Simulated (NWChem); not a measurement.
# Atomisation of C2H3O3

SMILES: O(C)C([O])=O
```xyz
8

C     -0.1036    -1.7919     0.0000
O     -0.7475    -0.5078     0.0000
C      0.0314     0.5567     0.0000
O     -0.4894     1.7037     0.0000
O      1.2752     0.5256     0.0000
H      0.5201    -1.9150     0.8977
H      0.5201    -1.9150    -0.8977
H     -0.9136    -2.5302     0.0000
```
Charge 0, spin multiplicity 2.

All runs are NWChem calculations. The geometry was optimised at UB3LYP/def2-SVP, a minimum by its harmonic frequencies. It is one conformer; others weren't searched.

Basis set: def2-TZVP. The atomisation energy is electronic alone: no zero-point, thermal, spin-orbit or counterpoise terms. No value is extrapolated to the basis-set limit. Free atoms are single determinants with multiplicities C 3, O 3, H 2. Correlated methods freeze the same cores in atoms and molecule, 5 orbitals in all.

B3LYP has NWChem's definition, with VWN1-RPA local correlation. The structure started from a generated list of species. The unpaired electrons of the parent sit in orbitals of symmetry a' (Cs labels of the run); other states weren't searched. No SCF solution was tested for a lower state. Open-shell Hartree-Fock references start from PBE0 orbitals.

### Question
Order these methods by the atomisation energy they give, lowest first: B3LYP, PBE, BHandHLYP, LDA (SVWN5), MP2, HF.

### Answer
HF (518.2 kcal/mol), BHandHLYP (735.7 kcal/mol), MP2 (771.7 kcal/mol), B3LYP (784.6 kcal/mol), PBE (830.2 kcal/mol), LDA (SVWN5) (953.0 kcal/mol)
